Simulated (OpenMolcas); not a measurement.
# Xe⁴⁺: effect of the active space

```
Program             : OpenMolcas
Method              : XMS-CASPT2 or its RAS form, IPEA 0.25 Eh, imaginary shift 0.1 Eh
Basis               : ANO-RCC-VTZP
Scalar Hamiltonian  : DKH2, point nucleus
Spin-orbit coupling : state interaction with AMFI integrals over the reference wave functions, term energies averaged over their components
```

A. 2 electrons in 3 orbitals (5p); 2S+1 = 3 even, 3 roots; 2S+1 = 1 even, 6 roots; closed shells correlated: 4d 5s; CASPT2 step roughly 1 core-seconds
B. 4 electrons in 9 orbitals (RAS2 5s 5p; RAS3 5d, at most 2 electrons); 2S+1 = 3 even, 6 roots; 2S+1 = 1 even, 12 roots; 2S+1 = 5 odd, 1 root; 2S+1 = 3 odd, 9 roots; 2S+1 = 1 odd, 8 roots; closed shells correlated: 4d; CASPT2 step about 20 core-seconds

Energies in cm-1 above 5s2 5p2 3P0, the measured ground level; measured values from Saloman, J. Phys. Chem. Ref. Data 33, 765 (2004).

```csv
Level,A,B,Measured
5s2 5p2 3P0,0.0,0.0,0.0
5s2 5p2 3P1,8040,7780,9292
5s2 5p2 3P2 [71 %],12730,12440,14127
5s2 5p2 1D2 [71 %],26050,25570,28411
5s2 5p2 1S0,42810,43100,44470
```

Deviations, from unrounded energies. A percentage is the sum of absolute deviations over the sum of measured energies, with the sign that they share, or ± where signs differ.

```tsv
Against measurement	Levels	A	B
mean absolute deviation (cm-1)	4	1700	1900
fine structure of the ground term (%)	2	-11.3	-13.6
other terms of the ground configuration (%)	2	-5.5	-5.8
```

A lies closest to measurement on these levels. The largest miss of A in the table is 5s2 5p2 1D2 [71 %], by -2400 cm-1. The ranking rests on the paired levels alone, and a cruder setting can come out closer through cancelling errors.

Between A and B the level of the table that moves most is 5s2 5p2 1D2 [71 %], by 470 cm-1 (lowest in B, highest in A). Moves below CASPT2's spread within the term are not significant.

Term energies are means over components that CASPT2 splits; among the terms shown or strongly mixed into the levels shown the widest spread is 580 cm-1 (5s2 5p2 1D, A). With the s shell closed, the reference lacks s² → p² mixing (holds for A). Active for correlation alone: 5d; no level in the range computed is led by a configuration that fills it, so any true level of that kind is missing (holds for B). Measured partners are found by configuration, term and J. A level has none where our copy of the source lacks it or the pairing is in doubt (some pairs that miss far off the trend of their configuration count as doubtful), and it then counts in no deviation. Levels of configurations outside the active space are missing. Levels that lie high or do not pair safely by name in every column are left out.

A share in square brackets marks a mixed level and gives the weight of the term that names it, the lowest over the columns.
